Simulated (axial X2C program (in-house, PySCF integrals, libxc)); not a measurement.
What spin–orbit coupling does to InH

Calculated with an axial X2C code built on PySCF integrals. Spin-free means the one-electron spin-free X2C Hamiltonian; two-component (2c) means X2C with spin–orbit coupling and atomic mean-field two-electron Coulomb and Gaunt terms, so the difference of the two also holds small scalar two-electron terms. Basis: In dyall-cv3z [11s12p9d4f1g], H dyall-v3z [6s2p1d] (cores contracted in-house); Gaussian nuclei, density fitting, unrestricted open shells. Masses: In 114.904 u, H 1.008 u.

Spin-free state: M_S = 0, Λ = 0 (closed shell); fragments In + H.

```json
{"level": "PBE0", "Re (Å)": "1.849", "ωe (cm⁻¹)": "1461.7", "De (eV)": "2.629", "μ (D)": "-0.80"}
{"level": "HF", "Re (Å)": "1.844", "ωe (cm⁻¹)": "1523.7", "De (eV)": "1.840", "μ (D)": "-0.54"}
{"level": "MP2", "Re (Å)": "1.825", "ωe (cm⁻¹)": "1514.7", "De (eV)": "2.506", "μ (D)": "n/a"}
{"level": "CCSD", "Re (Å)": "1.840", "ωe (cm⁻¹)": "1475.0", "De (eV)": "2.737", "μ (D)": "n/a"}
{"level": "CCSD(T)", "Re (Å)": "1.842", "ωe (cm⁻¹)": "1461.3", "De (eV)": "2.745", "μ (D)": "n/a"}
{"level": "r2SCAN", "Re (Å)": "1.848", "ωe (cm⁻¹)": "1462.0", "De (eV)": "2.691", "μ (D)": "-0.79"}
```

Correlated methods: 14 electrons correlated (number of frozen shells: In 4 s, 3 p, 1 d; H none), 192 virtual spin orbitals or spinors in MP2, 108 natural virtuals in coupled cluster.

Dipoles are positive if H is the positive end.

Two-component determinant lowest at the distance of the search:

Ω = 0 (closed shell); fragments In + H.

```
  level  Re (Å)  ωe (cm⁻¹)  De (eV)  μ (D)
   PBE0   1.849     1461.9      n/a  -0.78
     HF   1.844     1524.3    1.661  -0.53
    MP2   1.824     1514.5    2.375    n/a
   CCSD   1.839     1477.7    2.569    n/a
CCSD(T)   1.841     1466.1    2.583    n/a
 r2SCAN   1.847     1461.9      n/a  -0.77
```

**Question.** From the two tables, how do the constants change at the CCSD(T) level (2c against spin-free)?

**Answer.** At the CCSD(T) level Re decreases by 0.001 Å and ωe rises by 4.8 cm⁻¹; De changes by -0.162 eV.

The state is one determinant whose occupation by symmetry is held fixed; it was picked as the lowest of a PBE0 search that is not exhaustive. Closed shells are restricted here (equal orbitals for both partners); the stretched side of such a curve lies too high. Dissociation energies refer to the lowest single-determinant-based atoms at the same level and basis. De is not given where an atomic determinant may have missed its ground term or J level, or where the truncated virtual space spoils (T). CCSD and (T) use frozen natural virtuals with an MP2 correction for the truncation; (T) itself is uncorrected, so its De runs slightly low. Without a current term, density functionals place determinants with orbital angular momentum somewhat too high.
